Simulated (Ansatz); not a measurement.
Basis-set series for `CC1=CC(C)=[O+][B-](C)(Cl)O1`. Total charge 0; spin multiplicity 1. All single points use the PBE0-D4/def2-TZVP geometry.

```json
{"functional": "PBE0-D4", "basis": "def2-SVP", "functions": "194", "energy (Eh)": "-869.23761", "HOMO (eV)": "-7.24", "LUMO (eV)": "-2.16"}
{"functional": "PBE0-D4", "basis": "def2-TZVPP", "functions": "461", "energy (Eh)": "-869.84412", "HOMO (eV)": "-7.42", "LUMO (eV)": "-2.23"}
{"functional": "ωB97M-V", "basis": "def2-SVP", "functions": "194", "energy (Eh)": "-869.65136", "HOMO (eV)": "-9.43", "LUMO (eV)": "-0.03"}
{"functional": "ωB97M-V", "basis": "def2-TZVPP", "functions": "461", "energy (Eh)": "-870.27403", "HOMO (eV)": "-9.60", "LUMO (eV)": "-0.13"}
```

Question: Give the rows for def2-QZVPP. (Estimate.)

Answer: The calculation gave: 
| functional | basis | functions | energy (Eh) | HOMO (eV) | LUMO (eV) |
| --- | --- | --- | --- | --- | --- |
| PBE0-D4 | def2-QZVPP | 883 | -869.87933 | -7.45 | -2.26 |
| ωB97M-V | def2-QZVPP | 883 | -870.30734 | -9.63 | -0.17 |

Results of the Gaussian-basis code of Ansatz.
